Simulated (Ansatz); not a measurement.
## C2H6AlF (SMILES [CH3][Al]([CH3])[F]): the energy, rung by rung

C2H6AlF has 10 atoms, charge 0, and is taken as a singlet. As SMILES, `[CH3][Al]([CH3])[F]`. Geometry: optimised at r2SCAN/def2-SVP.

```xyz
10

C    -0.5684    1.4130   -0.8618
Al   -0.2905   -0.4471   -0.3656
C     0.7955   -1.0923    1.1134
F    -1.0556   -1.6163   -1.2905
H    -1.1914    1.5296   -1.7628
H    -1.0575    1.9728   -0.0447
H     0.3910    1.9272   -1.0481
H     0.1896   -1.6848    1.8213
H     1.2792   -0.2842    1.6860
H     1.5913   -1.7692    0.7560
```

Quantity: the dissociation energy of the H7–C1 bond into doublet H and doublet C2H5AlF (shapes relaxed at r2SCAN/def2-SVP, no zero-point term), in eV. The values are calculated.

```tsv
level	kind	program	value (eV)	less CCSD(T)/def2-SVP	CPU time (all runs)
HF/def2-SVP	Hartree–Fock	Ansatz	3.38	-1.02	1.7 s
PBE/def2-SVP	GGA	Ansatz	4.48	+0.08	4.2 s
B3LYP/def2-SVP	global hybrid	Ansatz	4.48	+0.08	5.5 s
MP2/def2-SVP	perturbation theory	Ansatz	4.37	-0.03	2.2 s
CCSD(T)/def2-SVP	coupled cluster or CI	Ansatz	4.40	0.00	19 s
```

Differences are taken from CCSD(T)/def2-SVP for orientation; it has basis-set and higher-order errors of its own. Correlated wave functions underbind in double-zeta sets. The values span 3.38 to 4.48 eV. Hartree–Fock misses the correlation of the electron pair that is broken and comes out low. Measured bond enthalpies also hold zero-point and thermal terms, a few tenths of an eV less. In so small a basis fixed costs decide the times, and correlated methods can beat functionals. Times are those of the runs behind each value, whatever else they computed, on shared processors of several kinds: orders of magnitude only.
